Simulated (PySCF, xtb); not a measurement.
Conformational energy of SMILES O=Cc1ccc(S)s1. Scanned: dihedral O1–C2–C3–S8; all other coordinates were relaxed at GFN2-xTB. Points at φ and −φ are mirror images. Heavy atoms are numbered in the order of the SMILES O=Cc1ccc(S)s1, hydrogens after them in the order of the atoms that carry them; the mirror image has the same energies with the sign of each dihedral reversed. Each profile is relative to its own lowest point.

| φ / ° | A | B | C |
|---|---|---|---|
| -160 | 12.4 | 12.9 | 3.4 |
| -140 | 22.8 | 25.2 | 13.0 |
| -120 | 35.8 | 42.1 | 26.1 |
| -100 | 43.8 | 56.0 | 37.1 |
| -80 | 43.3 | 55.4 | 37.2 |
| -60 | 34.1 | 40.4 | 26.8 |
| -40 | 18.6 | 21.0 | 13.9 |
| -20 | 5.2 | 5.7 | 4.2 |
| 0 | 0.0 | 0.0 | 0.7 |
| 20 | 5.2 | 5.7 | 4.2 |
| 40 | 18.6 | 21.0 | 13.9 |
| 60 | 34.1 | 40.4 | 26.8 |
| 80 | 43.3 | 55.4 | 37.2 |
| 100 | 43.8 | 56.0 | 37.1 |
| 120 | 35.8 | 42.1 | 26.1 |
| 140 | 22.8 | 25.2 | 13.0 |
| 160 | 12.4 | 12.9 | 3.4 |
| 180 | 8.5 | 8.5 | 0.0 |

Energies in kJ/mol.

Question: Assign the columns to these levels of theory: GFN1-xTB // GFN2-xTB (xtb); PySCF with restricted Hartree-Fock/6-31G*, spherical d, density fitting // GFN2-xTB; restricted B3LYP/6-31G*, spherical d, density fitting // GFN2-xTB run with PySCF 2.14.0.

Answer: A is RHF/6-31G*; B is RKS-B3LYP/6-31G*; C is GFN1-xTB.
